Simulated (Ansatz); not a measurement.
Basis-set extrapolation for `CB[SiH2]Cl` (PBE0-D4/def2-TZVP geometry, frozen core, Ansatz 0.2.0). Multiplicity 1, RHF reference.

```csv
,def2-TZVPP,def2-QZVPP
HF,-814.557969,-814.582873
MP2 correlation,-0.587057,-0.633768
CCSD(T) correlation,-0.672445,not run
```

Energies in hartree. Use E(X) = E(∞) + A·exp(−7.88·√X) for Hartree–Fock and E(X) = E(∞) + B·X^(−2.97) for correlation, with X = 3 and 4, and add CCSD(T) minus MP2 of the smaller set to the MP2 limit.

Task: What is the CCSD(T) energy at the basis-set limit?

Result: HF limit: -814.582873 + (-0.024904) × 0.13774 = -814.58630. MP2 limit: -0.633768 + (-0.046711) × 0.74074 = -0.66837. Higher-order term: -0.672445 − (-0.587057) = -0.08539. Total: -815.34006 hartree, 287.9 kJ/mol below CCSD(T)/def2-TZVPP.
